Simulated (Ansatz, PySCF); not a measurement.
Potential energy curve for CBe, lowest triplet found (which spin is the ground state isn't settled by this scan).

Levels: UKS-BLYP = unrestricted BLYP/aug-cc-pVDZ (Ansatz, a program for electronic structure); UKS-B3LYP/3-21G = PySCF 2.14.0 with unrestricted B3LYP/3-21G; FCI = full CI/aug-cc-pVDZ, frozen core (Ansatz).

Energies relative to the lowest point of each curve between 1.42 and 2.03 Å, where full CI is lowest, in kcal/mol:

```tsv
R / Å	UKS-BLYP	UKS-B3LYP/3-21G
1.33	39.7	44.6
1.65	0.2	0.4
1.78	1.4	1.1
1.96	8.6	8.4
2.17	19.3	19.5
2.33	27.0	27.3
2.76	41.7	40.9
3.07	47.6	45.7
3.37	51.1	48.4
3.82	54.0	50.6
4.34	55.5	51.6
5.81	56.4	52.1
```

Problem. Predict the corresponding FCI column.

Solution. 1.33: 45.3; 1.65: 0.6; 1.78: 0.7; 1.96: 7.0; 2.17: 17.2; 2.33: 24.5; 2.76: 37.1; 3.07: 40.8; 3.37: 42.3; 3.82: 43.3; 4.34: 43.6; 5.81: 43.9 (kcal/mol).

The unrestricted determinant behind UKS-BLYP is spin-contaminated at 1.25 to 2.50 Å (<S²> up to 2.6, against 2.00 for a pure triplet). The unrestricted determinant behind UKS-B3LYP/3-21G is spin-contaminated at 1.25 to 2.50 Å (<S²> up to 2.8, against 2.00 for a pure triplet). Also computed but left out beside FCI, since their determinant holds another spin at the minimum (<S²> over 0.7 above the pure value): UHF, UMP2, UCCSD, UCCSD(T), UCCSDT, UCCSDT(Q).
